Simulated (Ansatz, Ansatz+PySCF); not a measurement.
```csv
atom,x (Å),y (Å),z (Å)
Al,0.0000,0.0000,0.0000
S,0.0000,0.0000,1.9276
```

Basis set: def2-SVP (spherical functions). Frozen core: 10 orbitals. Correlation on ROHF uses semicanonical orbitals with singles. Charge 0, multiplicity 2.

Computed with Ansatz (development build ahead of 0.2.0); each method stands on the lowest determinant of its kind that the runs found.

The atomization energy at this shape (free ground-state atoms in the same class of orbitals less the molecule, no zero-point energy) of doublet AlS:

```
  method  atomization energy
 UHF-MP2             3.75 eV
ROHF-MP2             3.72 eV
    ROHF             2.45 eV
     UHF             2.35 eV
```

What does ROHF-CCSD(T) give?

3.52 eV. Caution: the shape is not the minimum.
